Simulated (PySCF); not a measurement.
GaFClBr, SMILES [F][Ga]([Cl])[Br]. Coordinates come from a B3LYP-D3(BJ)/def2-SVP optimisation.

Calculation: PySCF with B3LYP-D3(BJ)/def2-SVP.

Harmonic wavenumbers (cm⁻¹): 105, 147, 167, 302, 446, 720. Rotational constants (GHz): 3.841, 1.210, 0.9203; symmetry number 1.

### Question
Work out the zero-point energy and the ideal-gas rigid-rotor harmonic-oscillator thermochemistry at 298.15 K and 1 atm.

### Answer
ZPE = ½ Σ hcν = ½ × 1887 cm⁻¹ = 2.70 kcal/mol. H − E(el) = 6.81 kcal/mol. Entropy in cal/(mol K): translation 41.84, rotation 28.71, vibration 11.04, total 81.59. G − E(el) = -17.52 kcal/mol. Cp = 17.51 cal/(mol K). Modes under 150 cm⁻¹ make the vibrational entropy uncertain.
